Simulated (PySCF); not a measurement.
Precursor series Zr Cl-NH2. Gas-phase values, no solvent. One relaxed conformer stands for each flexible species; it need not be the lowest.

Level of theory: PySCF with TPSSh-D3(BJ)/def2-TZVP // TPSS-D3(BJ)/def2-SVP. 

```
species                                      HOMO (eV)  HOMO–LUMO gap (eV)  mean distance from the central atom to its bonded neighbours (Å)
-------------------------------------------  ---------  ------------------  ----------------------------------------------------------------
0 of 4 Cl replaced by NH2                        -9.01                5.78                                                             2.337
1 of 4 Cl replaced by NH2                        -7.64                4.91                                                             2.272
2 of 4 Cl replaced by NH2 ([Zr(Cl)2(NH2)2])          …                4.79                                                             2.205
3 of 4 Cl replaced by NH2 ([Zr(Cl)(NH2)3])       -6.57                   …                                                             2.134
4 of 4 Cl replaced by NH2 ([Zr(NH2)4])           -5.93                5.54                                                                 …
```

Complete the blanks.


- 2 of 4 Cl replaced by NH2 ([Zr(Cl)2(NH2)2]), HOMO (eV): -7.02
- 3 of 4 Cl replaced by NH2 ([Zr(Cl)(NH2)3]), HOMO–LUMO gap (eV): 5.60
- 4 of 4 Cl replaced by NH2 ([Zr(NH2)4]), mean distance from the central atom to its bonded neighbours (Å): 2.063
